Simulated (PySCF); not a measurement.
Si(F)2(Br)2, SMILES F[Si](F)(Br)Br at its PBE0/def2-SVP optimised geometry (Å):

```
5

F     -1.3538    -1.4369     1.3482
Si    -0.8239    -0.7553     0.0000
F     -1.3541     0.7553     0.0000
Br    -1.6536    -1.8100    -1.7155
Br     1.3541    -0.7553     0.0000
```

Calculation: PBE0/def2-TZVP (PySCF). Cells within 0.4 Å of a nucleus heavier than hydrogen are left out (blank, or x).

Map of the electrostatic potential (hartree/e), clipped to [-0.08, 0.12] on the plane z = 1.0 Å:

```
|0000000000000000111111111111111|
|0000000000000000011111111111111|
|0000000000000000011111111111111|
|0000000000000000011111111111111|
|0000000000000000011111111111111|
|0000000000000000011111111111111|
|0000000000000000011111111111111|
|0000000000000000111111111111111|
|0000000000000001111111111111111|
|0000000000000111111111111111111|
|0000000011111112111111111111111|
|0000000123333332222111111111111|
|0000001235555544332222222111111|
|1111112356788876544333332222111|
|1111123469999998765666554322221|
|1111234699999999988999986432222|
|1112245899999999999999998643222|
|1112346999999999999999999753322|
|1112347999999999999999999853322|
|1112248999999999999999999753322|
|1111249999999999999999999643222|
|111124999xx99999989999997533222|
|1111139999999999766788765332222|
|1100125999999976544444433222221|
|1000012699997654433332222221111|
|0000001234544333322221111111111|
|0000000011222222222111111111111|
|0000000001111222211111111111111|
|0000000000111111111111111111111|
|1000000001111111111111111111111|
|1000000001111111111111111111111|
```
Scale: ten equal steps from -0.017 (start of '0') to 0.120 (end of '9'), in the order '0123456789'; x runs from -3.50 to 3.50, y from -3.50 (bottom) to 3.50 (top).
